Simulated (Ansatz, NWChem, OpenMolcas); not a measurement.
## C2H5Br (bromoethane): methods side by side

C2H5Br has 8 atoms, charge 0, and is taken as a singlet. SMILES: `CCBr`. The coordinates come from a PBE0-D4/def2-TZVP relaxation.

Each level gives the dipole moment (D). The values are calculated.

```tsv
level	kind	program	value (D)	CPU time
SVWN5/6-31G* (spherical functions)	LDA	OpenMolcas	2.26	18 s
BLYP/6-31G* (spherical functions)	GGA	OpenMolcas	2.18	22 s
M06-L/6-31G* (spherical functions)	meta-GGA	OpenMolcas	?	28 s
TPSS/6-31G* (spherical functions)	meta-GGA	NWChem	?	19 s
r2SCAN/6-31G* (spherical functions)	meta-GGA	OpenMolcas	2.31	30 s
B3LYP/6-31G* (spherical functions)	global hybrid	Ansatz	2.24	6.9 s
BHLYP/6-31G* (spherical functions)	global hybrid	OpenMolcas	2.31	23 s
B3LYP/6-31G* (Cartesian functions)	global hybrid	NWChem	2.24	27 s
```

Estimate the missing values from the other rows.

As computed at these levels: M06-L/6-31G* (spherical functions): 2.08 D; TPSS/6-31G* (spherical functions): 2.27 D. Measured: 2.03 D (NIST CCCBDB). Nearest: M06-L/6-31G* (spherical functions) (+0.05 D); farthest: BHLYP/6-31G* (spherical functions) (+0.28 D). The measured dipole is a vibrational average, so differences of a few hundredths of a debye mean little. Computed less measured by kind, in D (6-31G* rows): LDA +0.23; GGA +0.15; meta-GGA +0.05 to +0.28; global hybrid +0.21 to +0.28. All-electron rows without a relativistic Hamiltonian named are non-relativistic. Times are those of the runs behind each value, whatever else they computed, on shared processors of several kinds: orders of magnitude only.
